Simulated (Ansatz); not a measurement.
Molecule: CdF (charge 0, doublet). The spin state was set by rule; other spins were not relaxed. 
Coordinates optimised at B3LYP-D3(BJ)/def2-TZVP (Ansatz, a first-principles code):
SMILES: [F][Cd]
```xyz
2

Cd     0.0000     0.0000    -0.3189
F      0.0000     0.0000     1.7008
```
Charge 0, spin multiplicity 2.

Parts of the frozen-core correlation energy in def2-SVP (Ansatz, hartree). Frozen orbitals: 5; correlated occupied orbitals by spin: 10 and 9; virtual: 30 and 31. Open shells are spin-unrestricted. No spin-orbit coupling. Past Kr the def2 sets carry scalar-relativistic core potentials.

| term | value |
|---|---|
| reference (HF) | -266.18105 |
| MP2 opposite-spin | -0.29750 |
| MP2 same-spin | -0.15366 |
| CCSD correlation | -0.44453 |
| (T) | -0.00728 |
| CCSDT minus CCSD(T) | -0.00031 |
| T1 diagnostic | 0.022 |
| largest doubles amplitude | 0.041 |
| <S^2> of the reference | 0.755 |
